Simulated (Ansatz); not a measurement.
Abridged output of a molecular run in Ansatz:

```
Functional definition: HF
  name "HF"
  cite "Fock, Z. Phys. 61, 126 (1930) doi:10.1007/BF01340294"
  parent pbe
  exchange = exact_x
  correlation = 0
these checks for a lower state are left out or cut short: cluster_reference
1289 factors; integrals over basis functions are off by at most 1.0e-3 eV
mean field evaluation 1: about -16061.3710 eV, gradient 3.8e1 eV
mean field evaluation 2: about -16061.3742 eV, gradient 3.8e1 eV
mean field evaluation 4: about -16067.0118 eV, gradient 3.7e0 eV
mean field evaluation 8: about -16067.1757 eV, gradient 1.9e-1 eV
mean field evaluation 16: about -16067.1823 eV, gradient 2.2e-6 eV
mean field -16067.18229035 eV, -590.4580584430 hartree, gradient 2.2e-6 eV, S^2 0.756495; 3 other end points of the search recorded, 0 dependent functions left out
9 core orbitals not correlated: weight in the atoms' cores, before any rotation towards them, 1.000 or more for the frozen orbitals, at most 0.000 for the correlated occupied ones
reference -16067.18229035 eV, -590.4580584430 hartree; 16, 15 occupied and 183, 184 virtual orbitals, 1289 factors
second order -27.53886745 eV of doubles, -0.00000000 eV of singles
cycle   1  -27.44966670 eV  change    8.9e-2 eV  update   1.0e-1
cycle   2  -27.98772890 eV  change   -5.4e-1 eV  update   2.8e-2
cycle   3  -28.11513897 eV  change   -1.3e-1 eV  update   1.8e-2
cycle   4  -28.11021259 eV  change    4.9e-3 eV  update   6.7e-3
cycle   5  -28.10737419 eV  change    2.8e-3 eV  update   5.3e-3
cycle   6  -28.11269113 eV  change   -5.3e-3 eV  update   2.6e-3
cycle   7  -28.11357883 eV  change   -8.9e-4 eV  update   1.4e-3
cycle   8  -28.11350611 eV  change    7.3e-5 eV  update   7.7e-4
cycle   9  -28.11361823 eV  change   -1.1e-4 eV  update   6.3e-4
cycle  10  -28.11318799 eV  change    4.3e-4 eV  update   5.4e-4
cycle  11  -28.11359230 eV  change   -4.0e-4 eV  update   4.7e-4
cycle  12  -28.11368035 eV  change   -8.8e-5 eV  update   4.0e-4
cycle  13  -28.11375378 eV  change   -7.3e-5 eV  update   3.7e-4
cycle  14  -28.11385627 eV  change   -1.0e-4 eV  update   3.4e-4
cycle  15  -28.11373307 eV  change    1.2e-4 eV  update   3.2e-4
cycle  16  -28.11371523 eV  change    1.8e-5 eV  update   2.8e-4
cycle  17  -28.11388624 eV  change   -1.7e-4 eV  update   2.0e-4
cycle  18  -28.11387963 eV  change    6.6e-6 eV  update   1.1e-4
cycle  19  -28.11390948 eV  change   -3.0e-5 eV  update   5.7e-5
cycle  20  -28.11395299 eV  change   -4.4e-5 eV  update   2.5e-5
cycle  21  -28.11396056 eV  change   -7.6e-6 eV  update   8.4e-6
perturbative correction -0.95163826 eV, -0.0349720610 hartree
Total energy: -16096.24788917 eV, -591.5261994981 hartree
Checks for a lower state left out: cluster_reference
```

Its atoms:

```xyz
8

O    -0.378   -0.921    1.582
Si   -0.100   -0.123    0.158
O     1.528   -0.106    0.085
O    -0.629    1.410    0.071
O    -0.871   -0.947   -1.007
H     1.986   -0.946    0.155
H    -0.219    2.064    0.639
H    -1.315   -0.431   -1.682
```

**Question.** Which basis set was used?
A. def2-TZVPP
B. def2-TZVPPD
C. cc-pV(Q+d)Z
D. def2-SVP

**Answer.** A. It gives 208 functions.

**Question.** Write the keys of the input that set method, charge and spin (a neutral closed shell needs none for the last two).

**Answer.** 
```yaml
magnetization: {spin_polarized: true, initial_magnetization: 1}
correlation: {method: ccsd_t}
scf: {omitted_lower_state_checks: [cluster_reference]}
```
